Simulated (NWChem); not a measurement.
System: C2H7AlN2; SMILES C=[CH][Al]([NH2])[NH2]

```xyz
12

Al     0.0177     0.4606     0.0004
C      0.7602    -1.3433     0.0013
C      0.0178    -2.4610    -0.0012
H      1.8502    -1.4965     0.0038
H      0.4566    -3.4677    -0.0008
H     -1.0797    -2.4360    -0.0038
N      1.1087     1.8639    -0.0007
H      2.1198     1.7970     0.0001
H      0.8350     2.8393    -0.0028
N     -1.7423     0.7110     0.0003
H     -2.2126     1.6083    -0.0001
H     -2.4326    -0.0304     0.0014
```
Atoms are numbered in this order, from 1.

All runs: NWChem. All runs use the structure optimised with PBE0/def2-SVP. Not confirmed as a minimum by frequencies. Hybrids' shares of exact exchange are those that their runs print; pure functionals count as 0. The functionals differ in more than this share.

```csv
row,share of exact exchange,orbital gap (eV)
PBE/def2-SVP,0.00,3.92
OLYP/def2-SVP,0.00,4.01
B3LYP/def2-SVP,0.20,5.85
PBE0/def2-SVP,0.25,6.31
BHandHLYP/def2-SVP,0.50,withheld
```

### Question
Fit a straight line of the last column on the one before it, predict the withheld value, and compare with the run.

### Answer

1. Means of the 4 shown rows: x = 0.113, y = 5.022. Slope Σ(x − x̄)(y − ȳ)/Σ(x − x̄)² = 0.4874/0.05188 = 9.395; intercept 3.966.
2. The shown rows scatter about the line by 0.032 (root mean square); the largest residual is -0.05, at PBE/def2-SVP.
3. At x = 0.50 (BHandHLYP/def2-SVP; beyond the shown range) the line gives 8.66.
4. The run gives 8.72, +0.06 from the line, 1.9 times the scatter.
